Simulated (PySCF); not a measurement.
# Unknowns

Level of theory: σ from GIAO-PBE0/pcSseg-1, couplings computed with B3LYP/pcJ-1 (spin–dipole term left out of most H,H and C,H couplings), GFN2-xTB structure, in PySCF 2.14.0 with density-fitted response routines (no relativistic terms, one computed conformer, no solvent model, fast rotation and ring inversion assumed for equivalent nuclei).

References, each an isolated molecule treated in the same way: ¹H, ¹³C against TMS. Multiplet labels drop J under 1 Hz and among equivalent protons, and merge close values. Unscaled 3J(H,H) run several per cent high. Where no couplings were computed, multiplicities follow the n + 1 count of equivalent neighbours, and m marks all less simple cases (inequivalent or close neighbours, rings, F or P nearby). Shifts are as computed. Against solution values, carbons near 30 ppm lie about +3 ppm off and those near 130 ppm about +5 ppm. Of 1211 compounds with measured shifts, 218 miss one by over three times the rms of a fit or turn the order of signals round; such compounds aren't used in these exercises. Across acyclic CH2–CH2 and CH–CH2 bonds, 3J(H,H) assumes equally populated rotamers.

Q: C₅H₅NO₂Si. ¹H NMR (400 MHz, computed): δ 4.95 (s, 3H), 4.15 (d, 1H), 1.97 (d, 1H). ¹³C{¹H} NMR (computed): δ 169.3, 117.6, 82.6, 77.1, 31.7. What is it?

A: `InChI=1S/C5H5NO2Si/c1-2-4(3-6)5(7)8-9/h1,4H,9H3/t4-/m0/s1`. Rings plus π bonds: 5 (no ring in the answer). 5 carbon signals for 5 carbons: no two carbons are equivalent. Carbon types of the structure: 3 × C, 2 × CH, leaving 3 H on heteroatoms. δC 169.3: carbonyl carbon. δC 117.6: nitrile carbon; this is the usual window of a C≡N carbon, which has no attached hydrogen. δC 82.6: terminal alkyne carbon; the triple bond shields along its axis, which puts it between sp3 and sp2 carbons. δC 77.1: alkyne carbon; the triple bond shields along its axis, which puts it between sp3 and sp2 carbons.

The shifts were computed for this structure.

Q: C₄H₁₀O. ¹H NMR (500 MHz, computed): δ 3.52 (s, 3H), 3.25 (t, J = 7.4 Hz, 2H), 1.68 (sext, J = 7.8 Hz, 2H), 0.91 (t, J = 8.0 Hz, 3H). ¹³C{¹H} NMR (computed): δ 80.6 (CH2), 61.6 (CH3), 27.7 (CH2), 11.7 (CH3). What is it?

A: `CCCOC`. The formula gives 0 degrees of unsaturation. 4 carbon signals for 4 carbons: no two carbons are equivalent. Carbon types of the structure: 2 × CH2, 2 × CH3, which accounts for all hydrogens. δC 80.6: sp3 CH2 bonded to O; the inductive effect lowers its shielding. δC 61.6: methyl carbon bonded to O; deshielded by the electronegative neighbour. δH 3.25: hydrogen on an sp3 CH2 bonded to O; its carbon carries O, an electronegative neighbour. δH 0.91: hydrogen on a methyl carbon; far from electronegative atoms and π systems. The protons at 0.91 and 1.68 share a coupling of 8.0 Hz (vicinal). The protons at 1.68 and 3.25 share a coupling of 7.4 Hz (vicinal).

The data come from this structure; uniqueness wasn't tested.
